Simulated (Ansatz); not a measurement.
Reaction (SMILES): CC[SiH2]NC -> C[Si](C)(C)N
Each molecule is optimised on its own at B3LYP-D3(BJ)/def2-TZVP (Ansatz, a quantum-chemistry and plane-wave program), one conformer each, not searched for the lowest.

Property: isomerisation energy (electronic energy difference), in kJ/mol. Correlated levels leave the core frozen unless marked. No spin-orbit coupling. No relativistic terms. Basis-set limits of correlation are two-point, X^-3; Hartree-Fock from the larger set.

```csv
level,program,isomerisation energy (kJ/mol)
B3LYP-D4/def2-TZVPD,Ansatz + dftd4,-135.2
PBE0/def2-SVP,Ansatz,[?]
PBE0-D3(BJ)/def2-TZVP,Ansatz + dftd3,-138.0
BHLYP/def2-TZVPD,Ansatz,-133.2
r2SCANh/def2-TZVPD,Ansatz,[?]
HSE06-D4/def2-TZVPD,Ansatz + dftd4,-138.9
wB97M-V/def2-TZVPD,Ansatz,-142.6
B2GP-PLYP/def2-TZVPD,Ansatz,-138.0
B2PLYP-D4/def2-TZVPD,Ansatz + dftd4,-137.9
SCS-MP2/aug-cc-pV(T+d)Z,Ansatz,-137.9
SCS-MP2/cc-pwCVTZ,Ansatz,-135.4
CCSD/cc-pV(D+d)Z,Ansatz,[?]
CCSD/cc-pV(Q+d)Z,Ansatz,[?]
"CCSD(T)/CBS(cc-pV(T+d)Z,cc-pV(Q+d)Z)",Ansatz,-144.5
```

Q: Fill in the missing entries.

A: 
- PBE0/def2-SVP, isomerisation energy (kJ/mol): -117.7
- r2SCANh/def2-TZVPD, isomerisation energy (kJ/mol): -145.9
- CCSD/cc-pV(D+d)Z, isomerisation energy (kJ/mol): -111.8
- CCSD/cc-pV(Q+d)Z, isomerisation energy (kJ/mol): -140.6
